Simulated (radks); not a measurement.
The numbers below are computed, except where a source is named.
Problem. Ionisation of neutral holmium, [Xe] 4f11 6s2, to [Xe] 4f11 6s1 as the strength of local exchange is varied. Code: a radial shooting solver on a logarithmic mesh with Libxc functionals. Model: scalar-relativistic Kohn-Sham, Slater X-alpha exchange (alpha = 2/3 is LDA exchange), no correlation, spin-unpolarised, spherical densities, finite nucleus; Fermi nuclear charge, rms radius 5.2022 fm.

| alpha | E(Ho) (hartree) | exchange (hartree) | IE (eV) | -e of the level emptied (eV) | <r> of it (bohr) |
|---|---|---|---|---|---|
| 0.559 | -12559.0110 | -213.2848 | 5.167 | 2.688 (6s) | 4.243 |
| 0.591 | -12571.2770 | -225.7425 | 5.306 | 2.808 (6s) | 4.209 |
| 0.667 | -12600.4626 | -255.4322 | 5.653 | 3.117 (6s) | 4.125 |
| 0.74 | -12628.5670 | -284.0864 | 6.005 | 3.435 (6s) | 4.043 |
| x | -12695.4455 | -352.5256 | 6.894 | 4.257 (6s) | 3.859 |

Which alpha was used in the last row?

Solution. alpha = 0.913. NIST Atomic Spectra Database: 6.022 eV (measured). The Delta-SCF value meets it near alpha = 0.74. Spin polarisation and multiplet splitting are left out, so open shells lie too high by an amount that depends on their filling. Spin-orbit splitting is averaged out at the scalar-relativistic level.

Beside tabulated values, note that spin-unpolarised runs miss the spin-polarisation part of the exchange energy of open shells.
